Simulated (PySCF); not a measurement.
## Tl (thallium, neutral): UHF calculation

Configuration: [Xe] 4f14 5d10 6s2 6p1, 2P determinant. Calculation: PySCF 2.14, in aug-cc-pVDZ-PP with ECP60MDF (5s4p3d, 32 functions); a scalar-relativistic core potential.

```
Total energy                                                  : -171.512521 hartree
One-electron energy                                           : -301.4111 hartree
Hartree (Coulomb) energy                                      : 143.8643 hartree
Exchange energy                                               : -13.9658 hartree
⟨S²⟩                                                          : 0.7589
⟨L²⟩                                                          : 2.024
Sum of ⟨r⟩                                                    : 31.01 bohr
Sum of ⟨r²⟩                                                   : 63.85 bohr²
Traceless quadrupole moment −½Σ⟨3z² − r²⟩ along its main axis : -7.10 e·bohr²
Time after the integrals                                      : 0.17 s of wall time on 1 thread of AMD EPYC 7R43 64-Core Processor (shared host)
```

```csv
shell,electrons,mean orbital energy (eV),spread (eV),"rms radius, mean of both spins (bohr)"
5s α,1,-153.61,0,0.952
5s β,1,-153.58,0,0.952
5p α,3,-94.398,0.159,1.09
5p β,3,-94.390,0.324,1.09
5d α,5,-22.949,0.286,1.49
5d β,5,-22.882,0.436,1.49
6s α,1,-12.899,0,2.77
6s β,1,-11.545,0,2.77
6p α,1,-5.217,0,4.15
```

Energies and moments cover only the electrons outside the core potential. Spin-orbit coupling, absent here, splits the open shell strongly.
